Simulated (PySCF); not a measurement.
BClH, charge +1, multiplicity 1. Atoms are numbered in the order given.

```xyz
3

B      0.0000     0.0000     1.1246
Cl     0.0000     0.0000    -0.4660
H      0.0000     0.0000     2.2998
```
Charge +1, spin multiplicity 1.

Geometry optimised at ωB97X-D3(BJ)/def2-TZVPD. The multiplicity is an assumed one; other spin states were not compared. The isomer is the one that the SMILES or the coordinates give; other isomers of the formula were not compared.

The numbers are results of TDA-LC-ωPBE/def2-TZVPD (PySCF), not measurements.

Vertical excitations; the highest root listed may be one member of a degenerate set. The molecule is in vacuum. State labels are in the subgroup C2v.

```csv
state,symmetry,energy (eV),λ (nm),f,main pairs
S1,A2,7.22,172,0.000,"HOMO−1→LUMO+1 49 %, HOMO→LUMO 49 %"
S2,A1,7.43,167,0.000,"HOMO−1→LUMO, HOMO→LUMO+1 (degenerate set)"
S3,A2,7.43,167,0.000,"HOMO→LUMO, HOMO−1→LUMO+1 (degenerate set)"
S4,B2,9.27,134,0.014,HOMO−2→LUMO+1 (degenerate set)
S5,B1,9.27,134,0.014,HOMO−2→LUMO (degenerate set)
S6,A1,10.32,120,0.447,"HOMO→LUMO+1 42 %, HOMO−1→LUMO 42 %"
S7,B1,11.66,106,0.007,"HOMO−1→LUMO+2, HOMO−3→LUMO, HOMO−1→LUMO+3 (degenerate set)"
S8,B2,11.66,106,0.007,"HOMO→LUMO+2, HOMO−3→LUMO+1, HOMO→LUMO+3 (degenerate set)"
S9,B2,12.29,101,0.152,HOMO−3→LUMO+1 (degenerate set)
S10,B1,12.29,101,0.152,HOMO−3→LUMO (degenerate set)
T1,A1,6.28,197,0,"HOMO−1→LUMO 49 %, HOMO→LUMO+1 49 %"
T2,A1,6.66,186,0,"HOMO→LUMO+1, HOMO−1→LUMO (degenerate set)"
T3,A2,6.66,186,0,"HOMO−1→LUMO+1, HOMO→LUMO (degenerate set)"
T4,A2,7.22,172,0,"HOMO→LUMO 49 %, HOMO−1→LUMO+1 49 %"
```
Triplets are in the Tamm–Dancoff approximation.
